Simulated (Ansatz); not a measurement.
tris(4-fluorophenyl)sulfonium, `Fc1ccc([S+](c2ccc(F)cc2)c2ccc(F)cc2)cc1` was relaxed with PBE-D4 (def2-SVP) in Ansatz in these states: charge +1 singlet, neutral doublet. The geometries follow in no particular order.

A:

```xyz
34

F    -4.983    1.741   -1.709
C    -3.926    1.133   -1.135
C    -2.714    1.053   -1.834
C    -1.615    0.423   -1.240
C    -1.740   -0.135    0.062
S    -0.298   -0.543    1.067
C     0.916    0.776    1.268
C     1.001    1.344    2.566
C     1.658    2.558    2.761
C     2.194    3.235    1.646
F     2.812    4.418    1.833
C     2.094    2.707    0.352
C     1.453    1.479    0.155
C     0.604   -1.657   -0.078
C     1.998   -1.793    0.050
C     2.674   -2.760   -0.703
C     1.941   -3.598   -1.556
F     2.588   -4.531   -2.275
C     0.547   -3.491   -1.668
C    -0.125   -2.522   -0.914
C    -2.967   -0.014    0.764
C    -4.065    0.597    0.161
H    -2.649    1.483   -2.845
H    -0.672    0.325   -1.798
H     0.555    0.815    3.424
H     1.769    2.998    3.762
H     2.529    3.267   -0.490
H     1.403    1.042   -0.854
H     2.552   -1.128    0.730
H     3.766   -2.878   -0.638
H     0.007   -4.170   -2.344
H    -1.219   -2.425   -0.981
H    -3.052   -0.417    1.786
H    -5.036    0.669    0.672
```

B:

```xyz
34

F     1.912   -5.151   -0.714
C     1.440   -3.913   -0.806
C     0.516   -3.463    0.151
C     0.017   -2.159    0.058
C     0.458   -1.337   -0.994
S    -0.127    0.345   -1.201
C     1.034    1.358   -0.284
C     1.074    2.721   -0.638
C     1.951    3.573    0.040
C     2.781    3.040    1.040
F     3.622    3.847    1.679
C     2.755    1.677    1.381
C     1.870    0.824    0.712
C    -1.655    0.425   -0.266
C    -1.688    0.816    1.084
C    -2.920    0.855    1.745
C    -4.086    0.502    1.044
F    -5.254    0.542    1.676
C    -4.054    0.121   -0.308
C    -2.826    0.090   -0.974
C     1.372   -1.794   -1.962
C     1.875   -3.094   -1.861
H     0.195   -4.143    0.953
H    -0.718   -1.796    0.791
H     0.424    3.119   -1.432
H     2.013    4.643   -0.203
H     3.431    1.303    2.162
H     1.847   -0.248    0.957
H    -0.768    1.100    1.615
H    -2.995    1.160    2.799
H    -4.993   -0.133   -0.822
H    -2.784   -0.196   -2.037
H     1.691   -1.143   -2.791
H     2.590   -3.491   -2.595
```

**Question.** Judge from the bond lengths which geometry belongs to which state (an estimate).

**Answer.** A is the neutral doublet (S6–C14 1.834 Å, C10–F11 1.348 Å, F1–C2 1.348 Å); B is the charge +1 singlet (S6–C14 1.793 Å, C10–F11 1.329 Å, F1–C2 1.329 Å).
